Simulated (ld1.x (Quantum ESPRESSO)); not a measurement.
# What one change does to a pseudopotential (bromine, TM semilocal)

ld1.x (Quantum ESPRESSO) 7.5 input, shortened:

```
&input
   title='Br', zed=35., rel=1, dft='PBE', iswitch=3,
   config='[Ar] 3d10 4s1.5 4p5.5 4d-2'
 /
 &inputp
   pseudotype=1, tm=.true., lloc=1,
   nlcc=.false.
 /
3
4S  1  0   1.50   0.00  1.35  1.35  0.0
4D  3  2  -2.00  -0.10  1.10  1.10  0.0
4P  2  1   5.50   0.00  1.25  1.25  0.0
 &test
   configts(1)='4s1.5 4p5.5'
 /
```

Change: wave 4p (bound): rc 1.25 bohr becomes 4p (bound): rc 1.54 bohr.

Cutoffs: the cutoffs (Ry, on a coarse ladder) from which the occupation-weighted sum of valence levels, in a spherical-Bessel basis at the reference potential, stays within 10 and 1 mRy of its value at 400 Ry; they do not see the model core or the augmentation charge, which bear on the density cutoff. Errors are all-electron minus pseudo energies relative to the spin-unpolarised reference configuration.

Question: Predict the effect on cutoff, ghosts and configuration errors.

Answer: The potential gets softer (80 Ry and 140 Ry → 45 Ry and 70 Ry); both files keep a bound ghost (d); of the 7 tests that both files solve, the error grows in 3 and shrinks in 3 by more than 15 % and 0.3 meV (median size 4.5 → 4.0 meV). A larger radius leaves more room for a smooth pseudo-wave, so fewer plane waves are needed. A semilocal file is local in each channel, so a ghost entry of none says nothing of the separable form that plane-wave codes build from it.

```tsv
quantity	base	changed
cutoff, loose	80 Ry	45 Ry
cutoff, tight	140 Ry	70 Ry
loose cutoff by channel (10 mRy a level)	s 35 Ry, p 55 Ry	s 35 Ry, p 18 Ry
bound ghosts	d	d
error for 4s2 4p5, meV [ΔE -6.16 eV]	+3.3	+0.9
error for 4s2 4p4, meV [ΔE 6.39 eV]	-0.2	-4.0
error for 4s2 4p3, meV [ΔE 29.15 eV]	-8.1	-16
error for 4s1 4p6, meV [ΔE 6.21 eV]	+2.1	-0.2
error for 4s1 4p5, meV [ΔE 19.40 eV]	+4.5	-0.5
error for 4s2 4p2, meV [ΔE 63.14 eV]	-27	-39
error for 4s2 4p1, meV [ΔE 109.16 eV]	-63	-69
```

 A true bound ghost makes a file unfit for plane-wave use even where its test errors are small: the radial tests pick states by their node count and pass the ghost by.
